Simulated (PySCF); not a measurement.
# Ba⁺: ionisation energy

Ba⁺ [Xe] 6s1 (2S) → Ba²⁺ [Xe] (1S), as a difference of total energies. Calculation: PySCF 2.14, in def2-QZVPPD with the def2 core potential (46 electrons) (7s5p3d2f1g, 60 functions); scalar relativity through the core potential. Correlated levels: valence and next inner shell: nothing frozen outside the core potential. The calculations carry no spin-orbit coupling.

Order these methods by the ionisation energy they give, lowest first.
A. TPSSh
B. UHF
C. PBEsol
D. LDA

B (9.337 eV), A (9.749 eV), C (10.024 eV), D (10.250 eV).

Errors of the correlated levels include the incompleteness of this basis.

For comparison: 10.004 eV (measured; NIST Atomic Spectra Database, ionization energies).
